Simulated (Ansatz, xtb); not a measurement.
# C4H7F3S: which of two isomers lies lower

Structure I is `C[C@H](S)CC(F)(F)F`, a singlet and structure II is `FC(F)(F)CCCS`, a singlet. Both are isolated molecules in the gas phase, relaxed with PBE-D3(BJ)/def2-SVP; each stands in its lowest conformer found.

I (Å):

```yaml
atoms:
  - { symbol: C, position_ang: [-0.1373, -0.0856, -0.8423] }
  - { symbol: C, position_ang: [0.5420, -0.3921, 0.4919] }
  - { symbol: C, position_ang: [1.7733, 0.4735, 0.8006] }
  - { symbol: C, position_ang: [2.9563, 0.2728, -0.1309] }
  - { symbol: F, position_ang: [3.2787, -1.0401, -0.2515] }
  - { symbol: F, position_ang: [2.7245, 0.7432, -1.3843] }
  - { symbol: F, position_ang: [4.0499, 0.9191, 0.3371] }
  - { symbol: S, position_ang: [-0.6498, -0.3224, 1.9012] }
  - { symbol: H, position_ang: [0.5528, -0.2531, -1.6926] }
  - { symbol: H, position_ang: [-0.4672, 0.9737, -0.8812] }
  - { symbol: H, position_ang: [-1.0294, -0.7261, -0.9765] }
  - { symbol: H, position_ang: [0.8622, -1.4559, 0.5059] }
  - { symbol: H, position_ang: [-0.9843, 0.9890, 1.7285] }
  - { symbol: H, position_ang: [2.1336, 0.2497, 1.8234] }
  - { symbol: H, position_ang: [1.5117, 1.5518, 0.7756] }
```

II (Å):

```xyz
15

C    -1.3161   -1.4180   -1.8353
C    -0.2337   -0.3688   -1.6888
C    -0.7496    1.0583   -1.4757
C    -1.3290    1.3505   -0.0868
F    -0.7847   -2.6332   -2.1048
F    -2.1746   -1.1188   -2.8454
F    -2.0668   -1.5515   -0.7083
S    -0.1665    1.0742    1.3088
H     0.3777   -0.4249   -2.6110
H     0.4128   -0.6689   -0.8381
H    -1.5249    1.2870   -2.2389
H     0.0886    1.7602   -1.6702
H    -1.7133    2.3888   -0.0399
H    -2.1796    0.6779    0.1381
H     0.7153    2.0552    0.9623
```

Task: Estimate which is lower in electronic energy at CCSD(T)/def2-SVP + ΔMP2/def2-TZVPP, and by roughly how much.

Result: Too close to call at this level: CCSD(T)/def2-SVP + ΔMP2/def2-TZVPP gives E(II) − E(I) = +0.014 eV.

Level by level:

```tsv
level	geometry	E(II) − E(I) (eV)	departure from the last row (eV)	job, with rough time for the two
GFN2-xTB	GFN2-xTB	+0.043	+0.029	optimisation, 0.2 s
HF/STO-3G	GFN2-xTB	−0.022	−0.036	single point, 0.48 s
r2SCAN-D4/def2-SVP	GFN2-xTB	+0.019	+0.004	single point, 4.9 s
PBE-D3(BJ)/def2-SVP	PBE-D3(BJ)/def2-SVP	−0.004	−0.019	optimisation, 24 s
HF/def2-SVP	PBE-D3(BJ)/def2-SVP	−0.028	−0.042	part of the CCSD(T) run
MP2/def2-SVP	PBE-D3(BJ)/def2-SVP	+0.045	+0.031	part of the CCSD(T) run
CCSD(T)/def2-SVP	PBE-D3(BJ)/def2-SVP	+0.036	+0.022	single point
CCSD(T)/def2-SVP + ΔMP2/def2-TZVPP	PBE-D3(BJ)/def2-SVP	+0.014		single point, 2.4 min
```

As drawn, both hold the same kinds of bond in the same numbers. Structure I has 1 methyl group, II 0.

The largest departure from CCSD(T)/def2-SVP + ΔMP2/def2-TZVPP is that of HF/def2-SVP, 0.042 eV. The last row adds to CCSD(T) the change of the MP2 difference between the two basis sets, here −0.022 eV.

With thermal terms from frequencies at re-optimised GFN2-xTB minima (ideal gas, soft modes damped towards free rotors, one conformer each, 298.15 K, 1 atm): on the last row, ΔE + ΔZPE = +0.027, ΔH = +0.020, ΔG = +0.027 eV.

The correlated steps freeze 12 core orbitals. Mirror images aren't counted in ΔG. Programs: Ansatz 0.2.0, xtb 6.7.1; the last row on 4 threads of Arm Neoverse V1 on a shared host.
